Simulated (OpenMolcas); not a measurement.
# Pd VII: effect of the active space

- Program: OpenMolcas
- Method: CASSCF or its RAS form
- Basis: ANO-RCC-VTZP
- Scalar Hamiltonian: DKH2, point nucleus
- Spin-orbit coupling: RASSI with atomic mean-field integrals over the reference wave functions, term energies averaged over their components

A. 4 electrons in 5 orbitals (4d); 2S+1 = 5 even, 5 roots; 2S+1 = 3 even, 45 roots; 2S+1 = 1 even, 50 roots; cost about 30 core-seconds
B. 10 electrons in 8 orbitals (RAS1 4p, at most 2 holes; RAS2 4d); 2S+1 = 5 even, 5 roots; 2S+1 = 3 even, 45 roots; 2S+1 = 1 even, 49 roots; cost of the order of 60 core-seconds
C. 4 electrons in 10 orbitals (4d 5d); 2S+1 = 5 even, 5 roots; 2S+1 = 3 even, 45 roots; 2S+1 = 1 even, 49 roots; cost of the order of 70 core-seconds

Energies in cm-1 above 4d4 5D0.

```tsv
Level	A	B	C
4d4 5D0	0.0	0.0	0.0
4d4 5D1	896	1002	899
4d4 5D2	2316	2518	2325
4d4 5D3	4013	4269	4032
4d4 5D4	5868	6134	5904
4d4 3P0(1)	23270	20464	22906
4d4 3H4 [65 %]	24137	25186	23797
4d4 3H5	26165	27726	25878
4d4 3P1(1)	27360	24743	27010
4d4 3H6	27664	29415	27419
4d4 3F3(1) [51 %]	28287	27762	27927
4d4 3F2(1)	29045	27855	28685
4d4 3F4(1) [60 %]	29780	29599	29479
4d4 3P2(1)	32603	30155	32273
4d4 3G3 [51 %]	33171	33171	32825
4d4 3G4 [64 %]	33548	33708	33206
4d4 3G5	34918	35663	34643
4d4 1I6	39233	41677	38894
4d4 3D3	39774	38710	39424
4d4 3D2	40394	39002	40006
4d4 3D1	41380	40291	40992
4d4 1G4(1)	43109	42491	42730
4d4 1D2(1)	49999	47691	49529
4d4 1F3	55087	53904	54593
```

The spin-orbit steps hold different terms of 4d4 (B lacks a 1S; C lacks a 1S), which shifts levels as well.

Among A to C the level of the table that moves most is 4d4 3P0(1), by 2800 cm-1 (lowest in B, highest in A).

Without dynamic correlation excited terms often stand tens of per cent too high (terms of higher spin than the ground term too low), and those without a measured partner can miss by more than the paired ones. Active for correlation alone: 4p; no level in the range computed is led by a configuration that opens it, so any true level of that kind is missing (holds for B). Active for correlation alone: 5d; no level in the range computed is led by a configuration that fills it, so any true level of that kind is missing (holds for C). Levels of configurations outside the active space are missing. Levels that lie high or do not pair safely by name in every column are left out.

A share in square brackets marks a mixed level and gives the weight of the term that names it, the lowest over the columns. A number in round brackets counts repeated terms of one configuration in the order of the reference energies.
